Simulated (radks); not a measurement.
Valence configurations of Ir (all share [Xe]). Calculated with a radial shooting solver on a logarithmic mesh with Libxc functionals: Dirac Kohn-Sham, PBEsol, spin-unpolarised, spherical densities, finite nucleus; open shells fill j = l - 1/2 first; Fermi nuclear charge, rms radius 5.4032 fm. Energies are relative to 4f14 5d7 6s2; eigenvalues in eV.

4f14 5d7 6s2: E (eV) 0.000; e(4f5/2) -63.504; e(4f7/2) -60.384; e(5d3/2) -7.789; e(5d5/2) -6.570
4f14 5d8 6s1: E (eV) 0.213; e(4f5/2) -60.976; e(4f7/2) -57.856; e(5d3/2) -6.069; e(5d5/2) -4.928
4f14 5d6 6s2 6p1: E (eV) 5.937; e(4f5/2) -67.809; e(4f7/2) -64.688; e(5d3/2) -11.038; e(5d5/2) -9.718; e(6p1/2) -2.776
4f14 5d5 6s2 6p2: E (eV) 13.907; e(4f5/2) -72.199; e(4f7/2) -69.076; e(5d3/2) -14.205; e(5d5/2) -12.784; e(6p1/2) -3.776
4f13 5d8 6s2: E (eV) 58.528; e(4f5/2) -74.132; e(4f7/2) -70.903; e(5d3/2) -8.958; e(5d5/2) -7.595
4f13 5d7 6s2 6p1: E (eV) 65.626; e(4f5/2) -78.680; e(4f7/2) -75.450; e(5d3/2) -12.441; e(5d5/2) -10.976; e(6p1/2) -2.785
4f13 5d6 6s2 6p2: E (eV) 74.920; e(4f5/2) -83.254; e(4f7/2) -80.022; e(5d3/2) -15.786; e(5d5/2) -14.220; e(6p1/2) -3.816
4f12 5d7 6s2 6p2: E (eV) 145.64; e(4f5/2) -94.699; e(4f7/2) -91.357; e(5d3/2) -17.365; e(5d5/2) -15.653; e(6p1/2) -3.848
4f12 5d6 6s2 6p3: E (eV) 159.96; e(4f5/2) -100.08; e(4f7/2) -96.736; e(5d3/2) -21.347; e(5d5/2) -19.530; e(6p1/2) -5.127
4f12 5d7 6p4: E (eV) 160.85; e(4f5/2) -98.168; e(4f7/2) -94.826; e(5d3/2) -20.538; e(5d5/2) -18.785; e(6p1/2) -5.446

NIST lists [Xe] 4f14 5d7 6s2 as the ground configuration; this level of theory agrees among the configurations tried. The energies are those of spherical spin-averaged densities, not of single terms.
